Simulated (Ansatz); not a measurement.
Mulliken charges of CH$_{4}$FGa, SMILES `F[CH2][GaH2]` from PBE/def2-TZVPP in Ansatz (PBE0-D4/def2-TZVP geometry).

| atom | x (Å) | y (Å) | z (Å) | charge (e) |
| --- | --- | --- | --- | --- |
| F1 | -1.008 | 0.284 | -1.439 | -0.217 |
| C2 | -0.657 | -0.523 | -0.341 | -0.081 |
| Ga3 | 0.816 | 0.508 | 0.543 | 0.181 |
| H4 | -0.356 | -1.498 | -0.732 | 0.101 |
| H5 | -1.552 | -0.651 | 0.273 | 0.101 |
| H6 | 0.461 | 1.583 | 1.630 | -0.043 |
| H7 | 2.296 | 0.298 | 0.067 | -0.042 |

Problem. By hand: the dipole of these point charges (1 e Å = 4.8032 D).

Solution. Σ q r = (0.111, -0.225, 0.319) e Å, of length 0.406 e Å = 1.95 D.

Problem. How does the dipole of the full density compare? (Estimate.)

Solution. The calculation gave: (0.030, -0.231, 0.230) e Å, 1.57 D; the point charges give 1.24 times that, at 14° from its direction.

Point charges leave out the atoms' own dipoles, such as those of lone pairs, and Mulliken's split depends on the basis, so the two needn't agree.
